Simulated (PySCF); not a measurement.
Radial density of O⁺ (oxygen, charge +1)

PW91, [He] 2s1 2p4, high-spin 4P determinant (an excited configuration). Calculation: PySCF 2.14, in aug-cc-pCVTZ-DK; scalar relativity by spin-free X2C-1e.

| r (bohr) | 4πr²ρ (e/bohr) | 4πr²(ρα − ρβ) |
| --- | --- | --- |
| 0.00366 | 0.05115 | 0.0015 |
| 0.00615 | 0.1383 | 0.0040 |
| 0.0103 | 0.3590 | 0.0103 |
| 0.0174 | 0.8985 | 0.0257 |
| 0.0293 | 2.088 | 0.0594 |
| 0.0493 | 4.285 | 0.1203 |
| 0.0828 | 7.111 | 0.1950 |
| 0.139 | 8.390 | 0.2394 |
| 0.234 | 5.987 | 0.3461 |
| 0.394 | 3.378 | 1.1325 |
| 0.663 | 4.093 | 2.5318 |
| 1.12 | 3.500 | 2.1909 |
| 1.88 | 0.9892 | 0.5316 |
| 3.16 | 0.06800 | 0.0217 |
| 5.31 | 0.0001360 | 0.0000 |

Densities and radii are taken from the X2C orbitals without a picture-change correction, which distorts them close to the nucleus.
